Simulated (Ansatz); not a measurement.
Stepwise reaction of `[OH][Y]([OH])[F]` with ammonia, as a gas-phase model of exchange steps in deposition or etching. ΔE in kJ/mol; ΔG adds harmonic PBE0-D4 terms to CCSD(T)/CBS, at 1 bar.

Computed with Ansatz on PBE0-D4/def2-TZVP structures; ΔE is electronic, products minus reactants. CCSD(T)/CBS adds triple-zeta CCSD(T) − MP2 to the extrapolated MP2 energy (def2 sets, frozen cores). This one scheme is used for every species. Functionals use def2-TZVPP. B3LYP here is the variant with VWN-RPA as its local correlation; programs differ in this. def2 core potentials past Kr. For Y outer-core shells are correlated without core-valence functions, which leaves a few kJ/mol of doubt a bond. One conformer a species, not always the lowest.

| step | reaction | PBE-D4 | B3LYP-D4 | ωB97M-V | CCSD(T)/CBS | ΔG(400 K) |
| --- | --- | --- | --- | --- | --- | --- |
| 2 | `[NH2][Y]([OH])[F]` + NH₃ → `[NH2][Y]([NH2])[F]` + H₂O | 75.6 | 80.0 | 80.2 | 77.4 | 77.0 |

Task: Give the row of step 1, `[OH][Y]([OH])[F]` + NH₃ → `[NH2][Y]([OH])[F]` + H₂O. (An estimate is asked.)

Result: Computed: 
```json
{"step": "1", "reaction": "`[OH][Y]([OH])[F]` + NH₃ → `[NH2][Y]([OH])[F]` + H₂O", "PBE-D4": "72.1", "B3LYP-D4": "76.8", "ωB97M-V": "77.1", "CCSD(T)/CBS": "74.7", "ΔG(400 K)": "70.8"}
```

Task: By hand: ΔE of the 2 steps together at CCSD(T)/CBS.

Result: (74.7) + (77.4) = 152.1 kJ/mol, or 76.1 kJ/mol a step.

In ΔE the steps differ by no more than 2.7 kJ/mol. All are uphill at CCSD(T)/CBS. ΔG lies between 70.8 and 77.0 kJ/mol a step. PBE-D4 differs from CCSD(T)/CBS by -2.6 to -1.8 kJ/mol a step. Isolated molecules leave out the surface, adducts and barriers. Largest T1 diagnostic: 0.014.
